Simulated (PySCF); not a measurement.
**Correlation energy of Os (osmium, neutral)**

[Xe] 4f14 5d8, high-spin 3F determinant (an excited configuration). Computed with PySCF 2.14 in def2-QZVPPD with the def2 core potential (60 electrons) (7s5p4d4f2g, 88 functions), with scalar relativity through the core potential. Frozen: nothing; 16 electrons correlated.

| level | correlation energy (mhartree) |
| --- | --- |
| CCSD | -492.71 |
| (T) | -25.89 |
| CCSD(T) | -518.60 |

Diagnostics: T1 = 0.0078, D1 = 0.0166, largest double amplitude 0.055.

Is a single reference adequate?

Yes, within this model without spin-orbit coupling: T1 lies below 0.03 and no double amplitude reaches 0.07.

The basis has no tight functions for the innermost shells, so their pair energies are far from complete.

This basis was not built for core-valence correlation, so the inner-shell part is incomplete.
